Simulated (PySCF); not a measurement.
Isomers of C7H6S, one GFN2-xTB conformer each. Single-point energies are computed at PBE0/pcSseg-1 (PySCF, gas phase, no added dispersion term), electronic only.

| SMILES | GFN2-xTB relative energy (kcal/mol) |
| --- | --- |
| SC1c2ccccc21 | 14.0 |
| C#Cc1ccc(C)s1 | 0.0 |
| CC#CC#CC(C)=S | 32.7 |

Conformers: `[SH:1][CH:2]1[c:3]2[cH:4][cH:5][cH:6][cH:7][c:8]21` with H–S1–C2–C3 32°.

**Question.** What does PBE0/pcSseg-1 give for the same structures?

**Answer.** 
```json
{"SMILES": "C#Cc1ccc(C)s1", "PBE0/pcSseg-1 E (Eh)": "-667.95438", "PBE0/pcSseg-1 (kcal/mol)": "0.0", "GFN2-xTB (kcal/mol)": "0.0", "point group": "Cs"}
{"SMILES": "SC1c2ccccc21", "PBE0/pcSseg-1 E (Eh)": "-667.93263", "PBE0/pcSseg-1 (kcal/mol)": "13.6", "GFN2-xTB (kcal/mol)": "14.0", "point group": "–"}
{"SMILES": "CC#CC#CC(C)=S", "PBE0/pcSseg-1 E (Eh)": "-667.89291", "PBE0/pcSseg-1 (kcal/mol)": "38.6", "GFN2-xTB (kcal/mol)": "32.7", "point group": "Cs"}
```

Both levels put the same isomer lowest; measured from each level's own lowest isomer, the values differ by up to 5.9 kcal/mol (CC#CC#CC(C)=S: 32.7 against 38.6). As drawn, the lowest has an aromatic ring, which the highest lacks; the highest has a C=S bond, which the lowest lacks.

**Question.** Which frontier levels, dipoles and rotational constants go with these structures?

**Answer.** 
```csv
SMILES,"HOMO (eV, PBE0/pcSseg-1)",LUMO (eV),dipole (D),"A, B, C (MHz)"
C#Cc1ccc(C)s1,-6.37,-1.11,1.47,"4972, 1175, 956.2"
SC1c2ccccc21,-6.83,-0.86,2.06,"4467, 1143, 993.3"
CC#CC#CC(C)=S,-6.36,-2.87,4.17,"5581, 551.4, 505.0"
```
